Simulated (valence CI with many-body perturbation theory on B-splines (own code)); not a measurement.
## E1 transitions of Rh XL

Computed by valence CI with perturbative core correlation (CI+MBPT): four valence electrons over a frozen Dirac-Fock core [He], a basis of 11 s, 11 p, 10 d, 8 f, 5 g, 2 h functions for each j, with the one-electron correlation potential Σ1 (screened to all orders), the two-electron term Σ2, the three-electron term Σ3, Breit, model QED; selected single and double excitations, second order for the rest, scaled by the run's own slope (own B-spline code, finite nucleus).

No measured spectrum was set against this ion. As an estimate, large intervals hold to a few tenths of a per cent, small ones and those within an open d or f shell to about a per cent. Among the levels kept, up to 980 cm⁻¹ of a level comes from second order outside the variational space, and about a tenth of that is noise between levels of different J, which matters for small intervals.

Lines 201 to 250 of 551 in falling wavelength, among levels below 300.47 Ry, chosen from the strongest by gf and those to the six lowest levels. Wavelengths and rates use the calculated energies. Electric multipoles are in the length gauge, E1 and E2 with the static RPA response of the core. Weak lines are less certain than strong ones. Lines between different terms over intervals too small for the method are left out, as are lines whose strength nearly cancels. The highest levels of a list are the least certain.

Levels are named by their leading jj configuration (3d3/2^4 stands for four electrons in 3d with j = 3/2), which in mixed levels can hold well under half, so a name can repeat and another be missing. Letters in brackets count levels of one name in rising energy.

| λ vac (nm) | Upper | Lower | A (s⁻¹) | log gf | Branch % |
| --- | --- | --- | --- | --- | --- |
| 3.817 | (2s 2p1/2 2p3/2 3d3/2) J=2 [c] | (2s^2 2p1/2 3d3/2) J=2 | 1.91e+11 | -0.68 | 0.2 |
| 3.814 | (2p1/2 2p3/2^2 3p1/2) J=1 [b] | (2s 2p1/2 2p3/2 3p1/2) J=2 [c] | 2.00e+11 | -0.88 | 0.5 |
| 3.810 | (2s 2p1/2 2p3/2 3d5/2) J=2 [c] | (2s^2 2p1/2 3d5/2) J=2 | 1.78e+11 | -0.71 | 0.1 |
| 3.807 | (2s 2p1/2 2p3/2 3s) J=1 [c] | (2s^2 2p1/2 3s) J=1 | 1.92e+11 | -0.90 | 0.9 |
| 3.801 | (2s 2p1/2 2p3/2 3d5/2) J=2 [d] | (2s^2 2p1/2 3d5/2) J=3 | 2.93e+11 | -0.50 | 0.2 |
| 3.798 | (2s 2p1/2 2p3/2 3d5/2) J=1 [c] | (2s^2 2p1/2 3d5/2) J=2 | 1.96e+11 | -0.90 | 0.1 |
| 3.796 | (2s 2p3/2^2 3p3/2) J=2 [c] | (2s^2 2p3/2 3p3/2) J=2 | 1.76e+11 | -0.72 | 8.1 |
| 3.785 | (2s 2p1/2 2p3/2 3d3/2) J=1 [c] | (2s^2 2p1/2 3d3/2) J=2 | 2.91e+11 | -0.73 | 0.6 |
| 3.783 | (2s 2p1/2 2p3/2 3p3/2) J=1 [c] | (2s^2 2p1/2 3p3/2) J=1 | 1.79e+11 | -0.94 | 0.6 |
| 3.782 | (2p1/2^2 2p3/2 3p3/2) J=3 | (2s 2p1/2^2 3p3/2) J=2 | 1.28e+11 | -0.72 | 0.3 |
| 3.766 | (2s 2p1/2 2p3/2 3p3/2) J=1 [d] | (2s^2 2p1/2 3p3/2) J=2 | 2.30e+11 | -0.83 | 5.9 |
| 3.762 | (2s 2p3/2^2 3s) J=1 [a] | (2s^2 2p3/2 3s) J=2 | 2.06e+11 | -0.88 | 0.9 |
| 3.760 | (2p1/2 2p3/2^2 3s) J=1 [b] | (2s 2p1/2 2p3/2 3s) J=2 [c] | 2.38e+11 | -0.82 | 1.4 |
| 3.756 | (2p1/2 2p3/2^2 3p3/2) J=1 [c] | (2s 2p1/2 2p3/2 3p3/2) J=2 [c] | 1.88e+11 | -0.92 | 0.4 |
| 3.752 | (2s 2p3/2^2 3d3/2) J=3 [b] | (2s^2 2p3/2 3d3/2) J=3 | 2.11e+11 | -0.51 | 0.1 |
| 3.749 | (2p1/2 2p3/2^2 3p3/2) J=2 [c] | (2s 2p1/2 2p3/2 3p3/2) J=3 [c] | 1.68e+11 | -0.75 | 0.3 |
| 3.748 | (2s 2p3/2^2 3d3/2) J=1 [b] | (2s^2 2p3/2 3d3/2) J=2 | 1.93e+11 | -0.91 | 0.1 |
| 3.744 | (2s 2p3/2^2 3s) J=1 [b] | (2s^2 2p3/2 3s) J=1 | 3.58e+11 | -0.65 | 1.0 |
| 3.744 | (2s 2p3/2^2 3d5/2) J=3 [c] | (2s^2 2p3/2 3d5/2) J=2 | 5.72e+10 | -1.08 | 0.0 |
| 3.737 | (2s 2p3/2^2 3p3/2) J=3 [b] | (2s^2 2p3/2 3p3/2) J=3 | 2.80e+11 | -0.39 | 0.8 |
| 3.735 | (2s 2p3/2^2 3d5/2) J=4 [b] | (2s^2 2p3/2 3d5/2) J=4 | 2.52e+11 | -0.32 | 6.3 |
| 3.730 | (2p1/2^2 2p3/2 3d3/2) J=3 | (2s 2p1/2^2 3d3/2) J=2 | 9.56e+10 | -0.86 | 3.2 |
| 3.723 | (2s 2p3/2^2 3p1/2) J=1 [b] | (2s^2 2p3/2 3p1/2) J=2 | 2.18e+11 | -0.87 | 0.5 |
| 3.719 | (2s 2p3/2^2 3p1/2) J=2 [b] | (2s^2 2p3/2 3p1/2) J=2 | 3.26e+11 | -0.47 | 1.6 |
| 3.716 | (2s 2p3/2^2 3p1/2) J=1 [a] | (2s^2 2p3/2 3p1/2) J=1 | 3.26e+11 | -0.69 | 0.9 |
| 3.716 | (2s 2p3/2^2 3d3/2) J=2 [c] | (2s^2 2p3/2 3d3/2) J=3 | 2.51e+11 | -0.59 | 0.1 |
| 3.714 | (2p1/2 2p3/2^2 3s) J=2 [b] | (2s 2p1/2 2p3/2 3s) J=2 [b] | 1.14e+11 | -0.93 | 0.4 |
| 3.712 | (2s 2p1/2 2p3/2^2) J=0 | (2s^2 2p1/2 2p3/2) J=1 | 2.05e+11 | -1.37 | 100.0 |
| 3.711 | (2s 2p3/2^2 3s) J=2 [b] | (2s^2 2p3/2 3s) J=2 | 2.54e+11 | -0.58 | 1.8 |
| 3.704 | (2s 2p3/2^2 3d5/2) J=3 [b] | (2s^2 2p3/2 3d5/2) J=4 | 2.86e+11 | -0.39 | 2.0 |
| 3.699 | (2p1/2^2 2p3/2 3p1/2) J=2 | (2s 2p1/2^2 3p1/2) J=1 | 1.30e+11 | -0.88 | 0.4 |
| 3.697 | (2s 2p1/2^2 2p3/2) J=1 | (2s^2 2p1/2^2) J=0 | 2.23e+11 | -0.86 | 94.1 |
| 3.688 | (2p1/2^2 2p3/2 3d5/2) J=1 | (2s 2p1/2^2 3d5/2) J=2 | 1.45e+11 | -1.05 | 0.1 |
| 3.688 | (2s 2p3/2^2 3d3/2) J=2 [b] | (2s^2 2p3/2 3d3/2) J=2 | 1.41e+11 | -0.84 | 0.1 |
| 3.687 | (2s 2p3/2^2 3p3/2) J=2 [b] | (2s^2 2p3/2 3p3/2) J=3 | 2.69e+11 | -0.56 | 3.4 |
| 3.683 | (2s 2p3/2^2 3d5/2) J=2 [c] | (2s^2 2p3/2 3d5/2) J=3 | 2.91e+11 | -0.53 | 0.1 |
| 3.679 | (2s 2p3/2^2 3d5/2) J=1 [b] | (2s^2 2p3/2 3d5/2) J=2 | 2.44e+11 | -0.83 | 0.1 |
| 3.676 | (2p1/2^2 2p3/2 3s) J=2 | (2s 2p1/2^2 3s) J=1 | 1.35e+11 | -0.87 | 1.0 |
| 3.658 | (2p1/2 2p3/2^2 3p3/2) J=4 | (2s 2p1/2 2p3/2 3p3/2) J=4 | 1.16e+11 | -0.68 | 0.3 |
| 3.654 | (2p1/2 2p3/2^2 3p1/2) J=3 | (2s 2p1/2 2p3/2 3p1/2) J=3 | 1.05e+11 | -0.83 | 0.4 |
| 3.638 | (2p1/2 2p3/2^2 3p1/2) J=2 [b] | (2s 2p1/2 2p3/2 3p1/2) J=2 [b] | 1.31e+11 | -0.89 | 0.2 |
| 3.634 | (2s 2p1/2 2p3/2^2) J=2 [b] | (2s^2 2p1/2 2p3/2) J=2 | 3.46e+11 | -0.46 | 94.0 |
| 3.608 | (2p1/2 2p3/2^2 3s) J=3 | (2s 2p1/2 2p3/2 3s) J=3 | 1.08e+11 | -0.83 | 0.1 |
| 3.598 | (2s 2p1/2 2p3/2^2) J=1 [a] | (2s^2 2p1/2 2p3/2) J=1 | 3.35e+11 | -0.71 | 95.1 |
| 3.594 | (2p1/2^2 2p3/2 3d5/2) J=3 | (2s 2p1/2^2 3d5/2) J=3 | 8.34e+10 | -0.95 | 0.1 |
| 3.591 | (2p1/2 2p3/2^2 3p1/2) J=2 [a] | (2s 2p1/2 2p3/2 3p1/2) J=2 [a] | 1.18e+11 | -0.94 | 0.4 |
| 3.582 | (2p1/2 2p3/2^2 3d3/2) J=3 | (2s 2p1/2 2p3/2 3d3/2) J=3 [a] | 8.56e+10 | -0.94 | 0.2 |
| 3.581 | (2p1/2 2p3/2^2 3p3/2) J=3 [a] | (2s 2p1/2 2p3/2 3p3/2) J=3 [a] | 1.28e+11 | -0.76 | 0.3 |
| 3.578 | (2s 2p1/2 2p3/2^2) J=1 [b] | (2s^2 2p1/2 2p3/2) J=2 | 3.42e+11 | -0.71 | 87.8 |
| 3.569 | (2p1/2 2p3/2^2 3d5/2) J=4 | (2s 2p1/2 2p3/2 3d5/2) J=4 [a] | 1.14e+11 | -0.71 | 18.1 |
